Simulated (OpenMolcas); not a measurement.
**Predicting a hybrid from its neighbours: CH4AlClO**

CH4AlClO has 8 atoms, charge 0, and is taken as a singlet. SMILES: `C[O][AlH][Cl]`. The coordinates come from a PBE0-D4/def2-TZVP relaxation. This is one conformer, not always the lowest.

The vertical energy of the triplet above the singlet y, in eV, basis 6-31G(d); a is the functional's share of exact exchange. Programs: OpenMolcas 26.06.

```
functional     program     a  y (eV)
    revPBE  OpenMolcas     0    5.62
      TPSS  OpenMolcas     0    5.76
     B3LYP  OpenMolcas   0.2    6.16
      PBE0  OpenMolcas  0.25       ?
     BHLYP  OpenMolcas   0.5    6.49
```

Task: Fit y = c + s·a to the known rows and predict PBE0.

Result: 
1. Means of the 4 rows: a = 0.1750, y = 6.008.
2. Σ(Δa)² = 0.1675, Σ(Δa·Δy) = 0.27175, so the slope is 0.27175/0.1675 = 1.6224.
3. Intercept: 6.008 − (1.6224) × 0.1750 = 5.724. The largest residual of the fit is 0.11.
4. PBE0: 5.724 + (1.6224) × 0.25 = 6.13 eV.

The run gave 6.15 eV, so the prediction is off by -0.02 eV, within the largest residual. The rows mix families of semi-local functionals, which the line can't see.
